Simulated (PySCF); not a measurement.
CH8FN3Si, SMILES N[Si](N)(N)CF. Atoms are numbered in the order given.

```xyz
14

N     -1.8366     0.0900     0.5371
Si    -0.1861    -0.3186     0.2120
N     -0.0659    -1.0928    -1.3282
N      0.3095    -1.1774     1.6321
C      1.0592     1.1110     0.0319
F      0.9407     1.6833    -1.2444
H     -2.1085     0.4987     1.4259
H     -2.4200     0.4308    -0.2196
H      0.2843    -0.5322    -2.0999
H     -0.7338    -1.7897    -1.6406
H     -0.3404    -1.8403     2.0453
H      1.2608    -1.5267     1.7007
H      2.1027     0.7647     0.1556
H      0.8891     1.9002     0.7861
```

Geometry optimised at B3LYP-D3(BJ)/def2-SVP. The structure was generated by enumeration, and PubChem lists no compound with its InChIKey, so it may never have been made. The values are those of a single conformer.

Level of theory: TDA-M06-2X/def2-SVPD in PySCF.

Vertical excitations. Isolated molecule, no solvent.

| state | energy (eV) | λ (nm) | f | main pairs |
|---|---|---|---|---|
| S1 | 6.64 | 187 | 0.032 | HOMO→LUMO 75 % |
| S2 | 6.76 | 183 | 0.069 | HOMO−1→LUMO 74 % |
| S3 | 7.09 | 175 | 0.084 | HOMO−2→LUMO 47 %, HOMO→LUMO+1 28 % |
| S4 | 7.58 | 163 | 0.016 | HOMO−1→LUMO+1 61 % |
| S5 | 7.86 | 158 | 0.002 | HOMO→LUMO+1 38 %, HOMO−2→LUMO 20 %, HOMO−1→LUMO+2 11 %, HOMO−1→LUMO 6 % |
| S6 | 8.04 | 154 | 0.003 | HOMO→LUMO+1 19 %, HOMO−2→LUMO+1 11 %, HOMO−2→LUMO 10 %, HOMO→LUMO+3 10 % |
| S7 | 8.11 | 153 | 0.009 | HOMO→LUMO+3 21 %, HOMO→LUMO+2 14 %, HOMO−1→LUMO+3 14 %, HOMO−2→LUMO+1 13 % |
| S8 | 8.17 | 152 | 0.001 | HOMO→LUMO+2 37 %, HOMO→LUMO+5 11 %, HOMO−1→LUMO+3 9 %, HOMO−1→LUMO+2 8 % |
| S9 | 8.25 | 150 | 0.009 | HOMO−1→LUMO+3 22 %, HOMO−1→LUMO+5 12 %, HOMO−1→LUMO+2 12 %, HOMO→LUMO+3 12 % |
| S10 | 8.41 | 147 | 0.006 | HOMO−2→LUMO+1 20 %, HOMO→LUMO+4 18 %, HOMO−1→LUMO+5 7 %, HOMO−1→LUMO+2 6 % |
| T1 | 6.42 | 193 | 0 | HOMO→LUMO 70 % |
| T2 | 6.56 | 189 | 0 | HOMO−1→LUMO 67 % |
| T3 | 6.80 | 182 | 0 | HOMO−2→LUMO 35 %, HOMO→LUMO+1 34 %, HOMO→LUMO+2 5 % |
| T4 | 7.21 | 172 | 0 | HOMO−1→LUMO+1 50 %, HOMO−3→LUMO+1 9 % |
Triplets are in the Tamm–Dancoff approximation.
